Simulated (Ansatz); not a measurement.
Basis sets compared for `Sc1ccc(-c2ccc(-c3ccc(-c4ccc(-c5ccc(-c6ccc(S)o6)o5)o4)o3)o2)o1`. Charge 0, multiplicity 1. Geometry PBE-D4/def2-SVP. Ansatz on 2 threads of AMD EPYC 7R13 on a shared host and a share (18 GiB) of an NVIDIA H100 80GB HBM3; times are rough, and most runs start from earlier orbitals.

```xyz
46

S     5.2381   -8.5526   -0.9950
C     3.8028   -8.3825    0.0052
C     3.1332   -9.2929    0.8025
C     2.0352   -8.5791    1.3726
C     2.1048   -7.2820    0.8874
C     1.2969   -6.1134    1.0917
C     0.1572   -5.8811    1.8551
C    -0.1922   -4.5179    1.6551
C     0.7541   -3.9948    0.7816
C     0.9431   -2.6980    0.2073
C     1.8911   -2.1777   -0.6667
C     1.5453   -0.8138   -0.8688
C     0.4061   -0.5794   -0.1066
C    -0.4059    0.5792    0.1043
C    -1.5452    0.8134    0.8663
C    -1.8911    2.1773    0.6644
C    -0.9428    2.6979   -0.2091
C    -0.7538    3.9950   -0.7825
C     0.1927    4.5189   -1.6554
C    -0.1568    5.8822   -1.8545
C    -1.2968    6.1138   -1.0914
C    -2.1050    7.2821   -0.8864
C    -2.0350    8.5798   -1.3700
C    -3.1332    9.2930   -0.7996
C    -3.8038    8.3815   -0.0042
S    -5.2403    8.5502    0.9944
O    -3.1939    7.1648   -0.0476
O    -1.6591    4.9652   -0.4393
O    -0.0381    1.7263   -0.5510
O     0.0384   -1.7263    0.5490
O     1.6593   -4.9653    0.4388
O     3.1929   -7.1658    0.0474
H     5.2179   -7.2561   -1.4106
H     3.3992  -10.3433    0.9579
H     1.2788   -8.9710    2.0608
H    -0.3592   -6.6148    2.4828
H    -1.0325   -3.9686    2.0909
H     2.7298   -2.7316   -1.1000
H     2.0572   -0.0756   -1.4941
H    -2.0572    0.0750    1.4913
H    -2.7299    2.7309    1.0977
H     1.0333    3.9701   -2.0913
H     0.3597    6.6164   -2.4815
H    -1.2779    8.9726   -2.0568
H    -3.3989   10.3437   -0.9536
H    -5.2184    7.2541    1.4113
```

Single mean-field runs in def2-SVP, def2-TZVP are fitted with def2-universal-jkfit.

Binding counts from free atoms (S triplet, C triplet, O triplet, H doublet) in the same basis, without a counterpoise term.

| level | functions | energy (Eh) | HOMO (eV) | LUMO (eV) | binding per atom (eV) | wall time |
| --- | --- | --- | --- | --- | --- | --- |
| PBE-D4/def2-SVP | 526 | -2167.5303 | -4.08 | -2.35 | 5.58 | 4.1 s |
| PBE0-D4/def2-SVP | 526 | -2167.6148 | -4.85 | -1.81 | 5.40 | 4.4 s |

Q: Estimate the rows for PBE-D4/def2-TZVP (with forces), PBE0-D4/def2-TZVP.

A: 
```tsv
level	functions	energy (Eh)	HOMO (eV)	LUMO (eV)	binding per atom (eV)	wall time
PBE-D4/def2-TZVP (with forces)	1088	-2169.2902	-4.13	-2.45	5.48	9 s
PBE0-D4/def2-TZVP	1088	-2169.3692	-4.83	-1.87	5.30	6 s
```
